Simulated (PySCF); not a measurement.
Compound: Ga(NH2)3.
Bonds: Ga1–N2, Ga1–N5, Ga1–N8. Hydrogens: H3, H4 on N2; H6, H7 on N5; H9, H10 on N8.

Computed by this run: PySCF, PBE0-D3(BJ)/def2-SVP geometry optimisation, gas phase; density fitting, grid level 1; the optimiser is geomeTRIC in internal coordinates, started from a GFN2-xTB structure with every atom displaced at random (about 0.03 Å).

Step 0: E = -56924.6469 eV
```
atom  x, y, z in Å  |  force x, y, z in eV/Å
Ga1     0.0588   -0.0759   -0.0147   -2.073   3.221  -0.036
N2      1.7992   -0.0201   -0.1716    3.060   3.362   0.349
H3      2.2930   -0.8472    0.0126    1.004  -1.463   0.221
H4      2.4647    0.8178    0.0588   -2.039  -2.141  -0.638
N5     -0.9157    1.5619   -0.1649    1.016   0.218   0.575
H6     -1.8970    1.6570    0.1149    0.464  -0.224  -0.080
H7     -0.4220    2.4529    0.0867   -0.626  -1.220  -0.331
N8     -0.8703   -1.5578   -0.1713   -3.323  -2.089   0.765
H9     -0.4784   -2.4351    0.1437    0.305  -0.197  -0.101
H10    -1.9076   -1.6302    0.1104    2.213   0.532  -0.724
```

Step 1: E = -56925.1426 eV
```
atom  x, y, z in Å  |  force x, y, z in eV/Å
Ga1     0.0238   -0.0256   -0.0312   -0.182  -0.024  -0.150
N2      1.8370   -0.0211   -0.1304    0.423  -0.272   0.084
H3      2.4839   -0.7958   -0.0124   -0.482  -0.205  -0.060
H4      2.3777    0.8065    0.0475   -0.021   0.582   0.012
N5     -0.9008    1.5477   -0.1736    0.189   0.073   0.125
H6     -1.8665    1.6159    0.1254   -0.032  -0.127  -0.012
H7     -0.4235    2.4022    0.0874    0.035   0.096  -0.045
N8     -0.9394   -1.5676   -0.1492    0.139  -0.469   0.191
H9     -0.5456   -2.4545    0.1550    0.115   0.145  -0.115
H10    -1.9221   -1.5845    0.0860   -0.184   0.200  -0.030
```

Step 2: E = -56925.1759 eV
```
atom  x, y, z in Å  |  force x, y, z in eV/Å
Ga1     0.0195   -0.0178   -0.0506   -0.084  -0.033  -0.113
N2      1.8354    0.0143   -0.1503   -0.043  -0.476   0.038
H3      2.3485   -0.8455    0.0241    0.059   0.236  -0.041
H4      2.3967    0.8314    0.0434    0.019   0.042   0.036
N5     -0.8874    1.5563   -0.1675   -0.085   0.088   0.084
H6     -1.8508    1.6107    0.1397   -0.052  -0.011  -0.027
H7     -0.4099    2.4142    0.0778    0.037   0.088  -0.017
N8     -0.9223   -1.5833   -0.1441    0.318  -0.071   0.080
H9     -0.5010   -2.4616    0.1414    0.012   0.076  -0.056
H10    -1.9042   -1.5955    0.0906   -0.181   0.059   0.017
```

Question: Estimate the geometry and energy of step 3. (The exact step hangs on the optimiser's Hessian estimate; all steps are aligned on step 2, rigid shifts and turns removed.)

Answer: E = -56925.1872 eV, largest force 0.124 eV/Å
```
atom  x, y, z in Å  |  force x, y, z in eV/Å
Ga1     0.0192   -0.0121   -0.0560   -0.098   0.025  -0.070
N2      1.8360   -0.0153   -0.1393    0.069   0.038   0.053
H3      2.3815   -0.8550    0.0120   -0.021   0.035  -0.012
H4      2.3898    0.8136    0.0471   -0.064  -0.084  -0.026
N5     -0.8988    1.5656   -0.1611    0.090   0.011   0.084
H6     -1.8670    1.6116    0.1355    0.010  -0.016  -0.023
H7     -0.4282    2.4326    0.0747   -0.030  -0.019  -0.032
N8     -0.9156   -1.5781   -0.1400   -0.025   0.004   0.082
H9     -0.4888   -2.4534    0.1403    0.002   0.011  -0.022
H10    -1.9036   -1.5862    0.0912    0.067  -0.005  -0.034
```

The energy changes by -0.0114 eV. The first-order estimate −F·Δx gives -0.0220 eV and the mean of the old and new forces, exact on a quadratic surface, -0.0116 eV. The step makes an angle of 62° with the force vector and moves no atom by more than 0.036 Å.

The cost below is that of the whole optimisation. Time: 94 s wall, 77 s CPU; peak memory 0.39 GiB. Hardware: one thread of an Intel Xeon at 2.50 GHz, shared host with 64 logical CPUs at a one-minute load of 50.
